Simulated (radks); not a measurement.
I1.75+, 51.25 electrons, occupied as [Kr] 4d10 5s2 5p(up 2.75, down 0.5) (fractional occupations, a model configuration). Calculated with a radial shooting solver on a logarithmic mesh with Libxc functionals: scalar-relativistic Kohn-Sham, BLYP, spin-polarised, spherical densities, finite nucleus; Fermi nuclear charge, rms radius 4.75 fm. Some entries of the table are withheld. Estimate them.

| orbital | occ. | eigenvalue (eV) | <r> (bohr) |
|---|---|---|---|
| 1s up | 1 | -33004.89 | 0.02722 |
| 1s down | 1 | -33004.80 | 0.02722 |
| 2s up | 1 | -5114.224 | 0.1172 |
| 2s down | 1 | -5114.183 | 0.1172 |
| 2p up | 3 | -4592.601 | 0.1025 |
| 2p down | 3 | -4592.529 | 0.1025 |
| 3s up | 1 | -1045.851 | 0.3142 |
| 3s down | 1 | -1045.776 | 0.3142 |
| 3p up | 3 | -876.8162 | 0.3122 |
| 3p down | 3 | -876.7307 | 0.3122 |
| 3d up | 5 | -623.4800 | 0.2886 |
| 3d down | 5 | -623.3981 | 0.2886 |
| 4s up | 1 | -197.8161 | 0.7397 |
| 4s down | 1 | -197.6365 | 0.7397 |
| 4p up | 3 | -144.8120 | 0.7919 |
| 4p down | 3 | -144.6272 | 0.7915 |
| 4d up | 5 | -67.5666 | 0.9211 |
| 4d down | 5 | -67.2858 | 0.9176 |
| 5s up | 1 | (1) | 1.887 |
| 5s down | 1 | (2) | 1.884 |
| 5p up | 2.75 | -22.6193 | 2.228 |
| 5p down | 0.5 | -21.0854 | 2.255 |

Answer. 
(1) 5s up eigenvalue (eV): -33.9927
(2) 5s down eigenvalue (eV): -32.4801
